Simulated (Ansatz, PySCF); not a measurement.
In(F)(Cl)(vinyl) (C2H3ClFIn), SMILES C=[CH][In]([F])[Cl]. Atoms are numbered in the order given.

```xyz
8

In    -0.1793    -0.3769     0.1370
F     -0.7475    -1.2596     1.7956
Cl     0.6741     1.7842     0.5461
C     -0.2808    -1.1879    -1.8306
C      0.1458    -0.4673    -2.8737
H     -0.6851    -2.1962    -1.9686
H      0.1040    -0.8631    -3.8965
H      0.5547     0.5432    -2.7654
```
Charge 0, spin multiplicity 1.

Geometry optimised at B3LYP-D3(BJ)/def2-SVP. The structure was generated by enumeration; whether it is a known compound was not checked. The def2 effective core potentials stand for the cores of In; spin–orbit coupling is left out. One conformer was computed; it need not be the lowest.

Two levels are set side by side: PBE-D3(BJ)/def2-SVP (Ansatz, an electronic-structure program) and B3LYP-D3(BJ)/def2-SVP (Ansatz). Each level has its own optimised geometry; the coordinates shown are those of the second. Frequencies come from the Hessian of PySCF at each geometry. Differences are taken from unrounded values.

| quantity | B3LYP-D3(BJ) | PBE-D3(BJ) | PBE-D3(BJ) minus B3LYP-D3(BJ) |
|---|---|---|---|
| mean bond length (Å) | 1.583 | 1.591 | 0.008 |
| bond In1–F2 (Å) | 1.963 | 1.975 | 0.012 |
| bond In1–Cl3 (Å) | 2.359 | 2.366 | 0.007 |
| bond In1–C4 (Å) | 2.131 | 2.136 | 0.005 |
| bond C4–C5 (Å) | 1.338 | 1.345 | 0.007 |
| bond C4–H6 (Å) | 1.095 | 1.103 | 0.008 |
| bond C5–H7 (Å) | 1.098 | 1.106 | 0.008 |
| bond C5–H8 (Å) | 1.095 | 1.104 | 0.008 |
| highest harmonic wavenumber (cm⁻¹) | 3202 | 3139 | -63 |
| mean harmonic wavenumber (cm⁻¹) | 1076 | 1046 | -30 |
| zero-point energy (kcal/mol) | 27.70 | 26.93 | -0.77 |

GGA bonds tend to be longer and softer than those of functionals with exact exchange. Differences between two approximate levels are no errors against the true value.
